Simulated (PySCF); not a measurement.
SMILES CC[SH+]CC (charge +1) (GFN2-xTB optimised geometry):

```
16

C     -2.293     1.550    -0.452
C     -0.864     1.338     0.000
S     -0.457    -0.460     0.000
C      1.386    -0.460     0.000
C      1.908    -1.808    -0.450
H     -2.530     2.609    -0.383
H     -2.437     1.242    -1.485
H     -2.993     1.009     0.179
H     -0.152     1.849    -0.646
H     -0.726     1.666     1.030
H     -0.613    -0.654    -1.332
H      1.728     0.346    -0.648
H      1.676    -0.251     1.030
H      2.993    -1.806    -0.381
H      1.535    -2.609     0.183
H      1.638    -2.018    -1.482
```

Method: PySCF 2.14.0 with PBE0/def2-TZVP.

Task: What are the frontier orbital energies?

Result: HOMO-2 -14.89 eV, HOMO-1 -14.66 eV, HOMO -14.50 eV, LUMO -5.36 eV, LUMO+1 -5.23 eV.

On the same geometry PBE/def2-TZVP in PySCF 2.14.0 gives HOMO-2 -13.42 eV, HOMO-1 -13.27 eV, HOMO -13.16 eV, LUMO -6.38 eV, LUMO+1 -6.30 eV.

Meta-Löwdin charges at PBE0/def2-TZVP: C1 -0.36, C2 -0.25, S3 0.55, C4 -0.25, C5 -0.36, H6 0.17, H7 0.14, H8 0.14, H9 0.15, H10 0.16, H11 0.14, H12 0.15, H13 0.16, H14 0.17, H15 0.14, H16 0.14.
